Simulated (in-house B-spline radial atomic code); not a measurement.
**Tm8+: [Kr] 4d10 4f11 5s2 5p1 7d1 (an excited or competing configuration)**

Computed with a radial B-spline atomic code at the basis-set limit: Dirac-Hartree-Fock, average of configuration, Fermi nucleus of rms radius 5.2256 fm.

Screening seen three ways: the hydrogenic charge with the same mean radius, Z_r = [3n² - l(l+1)]/(2<r>), the one with the same energy, Z_e = n√(-2ε), and Slater's rules. Values are occupation-weighted means over j. An effective charge above Z reflects the relativistic contraction of the inner shells.

```csv
shell,electrons,ε (eV),<r> (bohr),Z_r,Z_e,Slater
1s,2,-59899,0.02001,74.97,66.35,68.70
2s,2,-10356,0.08423,71.23,55.18,64.85
2p,6,-9199.6,0.07506,66.62,52.01,64.85
3s,2,-2497.2,0.2199,61.41,40.64,57.75
3p,6,-2136.2,0.2191,57.05,37.59,57.75
3d,10,-1668.5,0.1998,52.56,33.22,47.85
4s,2,-636.42,0.4972,48.27,27.36,41.25
4p,6,-513.83,0.5263,43.70,24.58,41.25
4d,10,-343.62,0.5665,37.07,20.10,29.85
5s,2,-187.12,1.129,33.22,18.54,15.65
4f,11,-158.12,0.6621,27.19,13.64,19.50
5p,1,-156.69,1.247,29.28,16.97,15.65
7d,1,-38.003,4.563,15.45,11.70,9.00
```

The least bound orbital is 7d5/2 at -37.91 eV, and it is also the most diffuse (<r> = 4.575 bohr).

Spin-orbit splittings of the orbital energies (j = l + 1/2 above j = l - 1/2 when positive): 2p 982.6 eV, 3p 211.1 eV, 3d 45.62 eV, 4p 48.31 eV, 4d 8.986 eV, 4f 1.415 eV, 5p 8.478 eV, 7d 0.2352 eV.

For the 1s electron the small component carries 6.69 % of the norm, the zero-frequency Breit interaction raises the level by 192.9 eV, self-energy by 118 eV, and vacuum polarisation lowers it by 20.72 eV.

The density falls to 0.001 bohr⁻³ at 5.202 bohr; Σ<r²> = 40.855 bohr² gives, by the non-relativistic formula and without the paramagnetism of open shells, a Langevin diamagnetic susceptibility of -32.36×10⁻⁶ cm³/mol.
